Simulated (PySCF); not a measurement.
C₂H₆BFO₂, SMILES OCB(F)CO.

Geometry optimised at B3LYP-D3(BJ)/def2-SVP. This is a generated structure with no PubChem entry under its InChIKey; it may be hypothetical. Other conformers were not sampled.

Two levels are set side by side: TDA-PBE/def2-SVPD (PySCF) and TDA-ωB97X/def2-SVPD (PySCF). Vertical, same geometry. The lowest singlet is HOMO→LUMO 99 % with PBE and HOMO→LUMO+1 89 % with the other functional; states are paired by order. Differences are taken from unrounded values.

```json
[
 {"quantity": "lowest singlet excitation (eV)", "TDA-ωB97X": "6.24", "TDA-PBE": "4.67", "TDA-PBE minus TDA-ωB97X": "-1.56"},
 {"quantity": "lowest triplet excitation (TDA) (eV)", "TDA-ωB97X": "5.78", "TDA-PBE": "4.34", "TDA-PBE minus TDA-ωB97X": "-1.44"}
]
```

A lower first singlet is the usual sign of a functional without exact exchange. Differences between two approximate levels are no errors against the true value.

Rough cost on one machine, each run with all the roots and properties that it gave: TDA-ωB97X against TDA-PBE about 4 times.
